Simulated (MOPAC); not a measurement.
MOPAC input (PM6):

```
PM6 FORCE THERMO(298,298) PRECISE LET GEO-OK AUX(PRECISION=9) THREADS=1
C4H5N

C    -2.25681851 1   -0.09865011 1    0.04521463 1
C    -1.00389389 1    0.22631597 1    0.35161491 1
C     0.16805909 1   -0.66862954 1    0.04833834 1
C     1.39431595 1    0.08517214 1   -0.15051018 1
N     2.37172510 1    0.68013068 1   -0.31073737 1
H    -3.10234692 1    0.53497966 1    0.27908409 1
H    -2.54466383 1   -1.01002263 1   -0.45908464 1
H    -0.75358750 1    1.16083896 1    0.85901468 1
H    -0.03103470 1   -1.30044455 1   -0.85250924 1
H     0.30305241 1   -1.39363736 1    0.89133616 1
```

Output:

```
 *******************************************************************************
 **                                                                           **
 **                              MOPAC v23.2.5                                **
 **                                                                           **
 *******************************************************************************
 ** MOPAC's Digital Object Identifier: https://doi.org/10.5281/zenodo.6511958 **
 **                                                                           **
 ** Please cite the open-source release paper for use of this MOPAC version:  **
 ** J. E. Moussa and J. J. P. Stewart (2026)                                  **
 ** MOPAC: An open-source semiempirical molecular orbital program             **
 ** J. Open Source Softw., 11(119), 8025, https://doi.org/10.21105/joss.08025 **
 *******************************************************************************

                              PM6 CALCULATION RESULTS

 *******************************************************************************
 *  PM6        - The PM6 Hamiltonian to be used
 *  GEO-OK     - OVERRIDE INTERATOMIC DISTANCE AND OTHER SAFETY CHECKS
 *  LET        - OVERRIDE SOME SAFETY CHECKS
 *  PRECISE    - TIGHTER CRITERIA TO BE USED
 *  FORCE      - FORCE CALCULATION SPECIFIED
 *  AUX        - OUTPUT AUXILIARY INFORMATION
 *  THERMO     - THERMODYNAMIC QUANTITIES TO BE CALCULATED
 *******************************************************************************
PM6 FORCE THERMO(298,298) PRECISE LET GEO-OK AUX(PRECISION=9) THREADS=1
 C4H5N

   ATOM   CHEMICAL          X               Y               Z
  NUMBER   SYMBOL      (ANGSTROMS)     (ANGSTROMS)     (ANGSTROMS)

     1       C         -2.25681851  *  -0.09865011  *   0.04521463  *
     2       C         -1.00389389  *   0.22631597  *   0.35161491  *
     3       C          0.16805909  *  -0.66862954  *   0.04833834  *
     4       C          1.39431595  *   0.08517214  *  -0.15051018  *
     5       N          2.37172510  *   0.68013068  *  -0.31073737  *
     6       H         -3.10234692  *   0.53497966  *   0.27908409  *
     7       H         -2.54466383  *  -1.01002263  *  -0.45908464  *
     8       H         -0.75358750  *   1.16083896  *   0.85901468  *
     9       H         -0.03103470  *  -1.30044455  *  -0.85250924  *
    10       H          0.30305241  *  -1.39363736  *   0.89133616  *

          CARTESIAN COORDINATES

    NO.       ATOM           X           Y           Z

     1         C         -2.2568     -0.0987      0.0452
     2         C         -1.0039      0.2263      0.3516
     3         C          0.1681     -0.6686      0.0483
     4         C          1.3943      0.0852     -0.1505
     5         N          2.3717      0.6801     -0.3107
     6         H         -3.1023      0.5350      0.2791
     7         H         -2.5447     -1.0100     -0.4591
     8         H         -0.7536      1.1608      0.8590
     9         H         -0.0310     -1.3004     -0.8525
    10         H          0.3031     -1.3936      0.8913

 General Reference for PM6:
 "Optimization of Parameters for Semiempirical Methods V: Modification of NDDO Approximations
 and Application to 70 Elements", J. J. P. Stewart, J. Mol. Mod., 13, 1173-1213 (2007)
 URL: https://link.springer.com/article/10.1007/s00894-007-0233-4
[...]

 VIBRATION         20   20A           ATOM PAIR      ENERGY CONTRIBUTION    RADIAL
 FREQUENCY          2648.00         C  3 -- H 10         +52.4% ( 74.6%)     98.4%
 TRANSITION DIPOLE   0.8095         C  3 -- H  9         +45.8% ( 69.8%)     97.8%
 TRAVEL (Ang.)       0.2265         C  2 -- C  3          +0.8% (  9.3%)      0.3%
 REDUCED MASS        0.4962         C  3 -- C  4          +0.8% (  9.2%)      0.0%
 EFFECTIVE MASS      1.4189
 FORCE CONSTANT      2.0499

 VIBRATION         21   21A           ATOM PAIR      ENERGY CONTRIBUTION    RADIAL
 FREQUENCY          2719.15         C  1 -- H  6         +33.8% ( 59.5%)     98.6%
 TRANSITION DIPOLE   0.6020         C  1 -- H  7         +26.4% ( 52.6%)     98.3%
 TRAVEL (Ang.)       0.3125         C  2 -- H  8         +24.5% ( 50.6%)     99.4%
 REDUCED MASS        0.2539         C  3 -- H 10          +6.9% ( 26.9%)     97.2%
 EFFECTIVE MASS      1.4372
 FORCE CONSTANT      1.1059

 VIBRATION         22   22A           ATOM PAIR      ENERGY CONTRIBUTION    RADIAL
 FREQUENCY          2724.00         C  3 -- H  9         +39.9% ( 62.9%)     97.0%
 TRANSITION DIPOLE   0.3098         C  3 -- H 10         +35.1% ( 58.9%)     96.1%
 TRAVEL (Ang.)       0.2802         C  1 -- H  7         +13.6% ( 36.7%)     98.7%
 REDUCED MASS        0.3152         C  1 -- H  6          +9.5% ( 30.6%)     97.7%
 EFFECTIVE MASS      1.3610
 FORCE CONSTANT      1.3781

 VIBRATION         23   23A           ATOM PAIR      ENERGY CONTRIBUTION    RADIAL
 FREQUENCY          2750.23         C  2 -- H  8         +72.3% ( 85.9%)    100.0%
 TRANSITION DIPOLE   0.9442         C  1 -- H  6          +9.7% ( 31.6%)     98.9%
 TRAVEL (Ang.)       0.2140         C  1 -- H  7          +9.2% ( 30.6%)     97.4%
 REDUCED MASS        0.5352         C  3 -- H  9          +4.4% ( 21.2%)     97.6%
 EFFECTIVE MASS      1.4817
 FORCE CONSTANT      2.3853

 VIBRATION         24   24A           ATOM PAIR      ENERGY CONTRIBUTION    RADIAL
 FREQUENCY          2792.80         C  1 -- H  7         +50.8% ( 71.2%)     94.6%
 TRANSITION DIPOLE   0.8658         C  1 -- H  6         +46.7% ( 68.2%)     93.7%
 TRAVEL (Ang.)       0.2231         C  1 -- C  2          +2.2% ( 14.7%)     99.9%
 REDUCED MASS        0.4853         C  3 -- H  9          +0.2% (  4.0%)     95.2%
 EFFECTIVE MASS      1.4420
 FORCE CONSTANT      2.2300

      SYMMETRY NUMBER FOR POINT-GROUP C1  =  1

          SYSTEM IS A GROUND STATE

 C4H5N

          MOLECULE IS NOT LINEAR

          THERE ARE 24 GENUINE VIBRATIONS IN THIS SYSTEM
          THIS THERMODYNAMICS CALCULATION IS LIMITED TO
          MOLECULES WHICH HAVE NO INTERNAL ROTATIONS

                    CALCULATED THERMODYNAMIC PROPERTIES
                                          *
   TEMP. (K)   PARTITION FUNCTION   H.O.F.    ENTHALPY  HEAT CAPACITY ENTROPY
                                   KCAL/MOL   CAL/MOLE    CAL/K/MOL  CAL/K/MOL

 298.00  VIB.     0.1845D+02                  1676.9197    12.0091    11.4196
         ROT.     0.7077D+05                   888.2803     2.9808    25.1723
         INT.     0.1305D+07                  2565.2000    14.9899    36.5919
         TRA.     0.5313D+27                  1480.4672     4.9680    38.5260
         TOT.                       39.335    4045.6672    19.9579    75.1180

   *: NOTE: HEATS OF FORMATION ARE RELATIVE TO THE
            ELEMENTS IN THEIR STANDARD STATE AT 298K
              (=  Standard Enthalpy of Formation).

            Hvib:  Zero-point energy is not included.
                   frequencies of less than zero cm-1 are not included.
            Hrot = (3/2)RT
            Htra = (3/2)RT + pV = (5/2)RT

            Heat capacity is Cp, not Cv

          For more information, see: HTTP://OpenMOPAC.net/Manual/thermochemistry.html

           FORCE CONSTANT IN CARTESIAN COORDINATES (Millidynes/A)

    ATOM   CHEMICAL       X               Y               Z
   NUMBER   SYMBOL  FORCE CONSTANT  FORCE CONSTANT  FORCE CONSTANT

      1       C       16.702765        6.529946        2.017853
      2       C       17.164478        7.373900        2.331373
      3       C        8.217166        7.028193        6.233157
      4       C       20.257317        2.271039        6.278553
      5       N       16.071648        0.653881        4.164370
      6       H        1.861952        3.067628        0.349782
      7       H        1.952934        2.994734        0.355140
      8       H        1.840688        3.233896        0.364413
      9       H        1.593594        2.588248        1.201190
     10       H        0.730554        0.945587        3.630390

 **********************
 *                    *
 * JOB ENDED NORMALLY *
 *                    *
 **********************

 == MOPAC DONE ==
```
